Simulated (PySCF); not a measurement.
**Working out the excitation energy of Rb**

Rb [Kr] 5s1 (2S) → Rb [Kr] 5p1 (2P). Computed with PySCF 2.14 in def2-QZVPPD with the def2 core potential (28 electrons) (7s5p4d3f, 63 functions), with scalar relativity through the core potential. Frozen: nothing. Energies in hartree (1 hartree = 27.21139 eV):

```csv
part,Rb (lower),Rb (upper)
UHF,-23.802581,-23.753044
MP2 opposite-spin,-0.119193,-0.115360
MP2 same-spin,-0.042080,-0.038681
```

Problem. What does Hartree-Fock give?

Solution. (-23.753044) − (-23.802581) = 0.049537 hartree = 1.348 eV.

Problem. What do MP2 and SCS-MP2 (6/5 opposite-spin, 1/3 same-spin) give?

Solution. The opposite-spin parts differ by 0.104 eV and the same-spin parts by 0.092 eV. MP2: 1.348 + (0.104) + (0.092) = 1.544 eV. SCS-MP2: 1.348 + 1.2 × (0.104) + (0.092)/3 = 1.503 eV.

Measured between the centres of the two terms (NIST): 1.579 eV, so MP2 (valence and next inner shell) is off by -0.035 eV.

What remains against the reference includes basis incompleteness and correlation beyond second order.
